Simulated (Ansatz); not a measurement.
`C[NH][In]([F])[F]` + H₂ → `C[NH][InH][F]` + H–F at 600 K and 1 bar (hydrogenolysis of the In–F bond).

Computed with Ansatz on PBE0-D4/def2-TZVP structures; ΔE is electronic, products minus reactants. CCSD(T)/CBS adds triple-zeta CCSD(T) − MP2 to the extrapolated MP2 energy (def2 sets, frozen cores). This one scheme is used for every species. def2 core potentials past Kr. For In outer-core shells are correlated without core-valence functions, which leaves a few kJ/mol of doubt a bond. One conformer a species, not always the lowest.

```csv
species,CCSD(T)/CBS energy (Eh),H − E (kJ/mol),S (J/(mol·K))
`C[NH][In]([F])[F]`,-484.61621,209.9,459.9
H₂,-1.17544,43.9,150.8
`C[NH][InH][F]`,-385.38945,216.5,427.7
H–F,-100.39570,42.3,194.0
```

H − E and S are ideal-gas, rigid-rotor, harmonic terms from PBE0-D4/def2-TZVP, for one conformer and one mirror image of each species. The MP2-based limit puts H₂ 0.8 mEh under its directly extrapolated value; such offsets cancel only in part. 1 Eh = 2625.50 kJ/mol, R = 8.31446 J/(mol·K).

Q: By hand: ΔE, ΔH, ΔS and ΔG.

A: ΔE = (-385.38945) + (-100.39570) − (-484.61621) − (-1.17544) = 0.00650 Eh = 17.1 kJ/mol. Δ(H − E) = 216.5 + 42.3 − 209.9 − 43.9 = 5.0, so ΔH = 22.1 kJ/mol. ΔS = 427.7 + 194.0 − 459.9 − 150.8 = 11.0 J/(mol·K). ΔG = 22.1 − 600 × (11.0)/1000 = 15.5 kJ/mol.

Q: By hand: the equilibrium constant, and the temperature at which ΔG would vanish if ΔH and ΔS stayed fixed.

A: log₁₀ K = −ΔG/(RT ln 10) = -1.3. ΔG = 0 at ΔH/ΔS = 2009 K, though so small a ΔS makes that figure unsure.

The number of gas molecules stays the same, so ΔS is small and ΔH decides. A doubt of 5 kJ/mol in ΔE shifts log₁₀ K by 0.4 here. Other conformers and mirror images would add mixing entropy, several J/(mol·K) or more a flexible species. These are equilibria of isolated gas molecules and say nothing of rates. Largest T1 diagnostic: 0.016 (customary marks: 0.02 for closed shells, 0.045 for open ones).
